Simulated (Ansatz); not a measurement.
Reaction (silylene formation by 1,1-elimination): `N[SiH2]B(F)F` → `NB(F)F` + `[SiH2]`

Isolated molecules relaxed with PBE0-D4/def2-TZVP in Ansatz; ΔE leaves out vibrations. CBS: MP2 limit from def2 TZ/QZ plus the TZ coupled-cluster correction, frozen cores. This one scheme is used for every species. Functionals use def2-TZVPP. B3LYP here is the variant with VWN-RPA as its local correlation; programs differ in this. One conformer a species, not always the lowest.

`N[SiH2]B(F)F`:

```xyz
9

N     1.177   -1.019    0.558
Si   -0.105   -0.490   -0.463
B    -0.916    1.338   -0.048
F    -1.910    1.836   -0.765
F    -0.489    2.101    0.946
H     0.974   -1.281    1.510
H     2.073   -0.561    0.504
H     0.404   -0.436   -1.860
H    -1.207   -1.487   -0.382
```

`NB(F)F`:

```xyz
6

N    -0.619   -0.040   -0.416
B     0.535    0.034    0.360
F     0.543    0.677    1.523
F     1.669   -0.535   -0.037
H    -0.645   -0.520   -1.296
H    -1.484    0.384   -0.134
```

`[SiH2]`:

Z-matrix (Å, degrees):
```
Si
H 1 1.525
H 1 1.525 2 91.2
```

| level | ΔE (eV) |
| --- | --- |
| B3LYP-D4 | 1.38 |
| B2PLYP | 1.38 |
| B3LYP | 1.27 |
| r2SCANh | 1.59 |
| CAM-B3LYP | 1.38 |
| HF/def2-SVP | 0.90 |
| CCSD/def2-TZVPP | 1.30 |
| HF/CBS(def2) | 1.18 |

Task: What does CCSD(T)/CBS give? (An estimate is asked.)

Result: The calculation gave: +1.45 eV. The listed levels differ from it by -0.07, -0.07, -0.18, 0.14, -0.07, -0.55, -0.15, -0.27 eV.

Largest T1 diagnostic among the species: 0.014.

From BLYP to BHLYP (50 % exact exchange), in def2-TZVPP and without D4, ΔE moves by +0.14 eV. The D4 term adds +0.11 eV with B3LYP and +0.06 eV with PBE0; it sums over pairs of atoms, weighted by their polarisabilities, and B3LYP, whose exchange is more repulsive, gets the larger term. Leaving LDA and LC-ωPBE aside and taking each functional with its dispersion term where it has one, the values, not all of them listed here, spread over 0.29 eV, from BLYP-D4 to r2SCAN-D4. LDA lies +0.24 eV from PBE without D4.
